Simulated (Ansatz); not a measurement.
`[NH2][Sn]([NH2])([F])[F]`, relaxed with RKS PBE-D4/def2-SVP in the Gaussian-basis code of Ansatz from a rough embedded geometry. The force threshold is 0.03 eV/Å; the program also tests the step.

The species carries charge 0 and has multiplicity 1. Sn takes the def2 core potential.

Start:

```xyz
9

N    -0.841   -1.179    0.989
Sn   -0.244    0.070   -0.445
N     1.518    0.931    0.141
F     0.007   -0.850   -2.130
F    -1.603    1.430   -0.742
H    -0.149   -1.956    1.123
H    -1.735   -1.674    0.655
H     1.282    1.541    0.983
H     1.765    1.687   -0.573
```

| step | energy (eV) | largest force (eV/Å) | largest move (Å) |
| --- | --- | --- | --- |
| 1 | -14296.5365 | 1.555 | 0.000 |
| 2 | -14296.6786 | 0.612 | 0.086 |
| 3 | -14296.7022 | 0.176 | 0.060 |
| 4 | -14296.7095 | 0.110 | 0.051 |
| 5 | -14296.7108 | 0.240 | 0.099 |
| 6 | -14296.7142 | 0.027 | 0.021 |

End:

```xyz
9

N    -0.856   -1.262    1.019
Sn   -0.217    0.081   -0.378
N     1.509    1.018    0.172
F     0.171   -0.682   -2.139
F    -1.742    1.268   -0.697
H    -0.257   -2.100    0.991
H    -1.808   -1.573    0.779
H     1.308    1.727    0.892
H     1.894    1.522   -0.640
```

Hardware: 4 threads of an Arm Neoverse V1 on a shared host. Wall time 7.5 s, peak host memory 0.15 GiB.
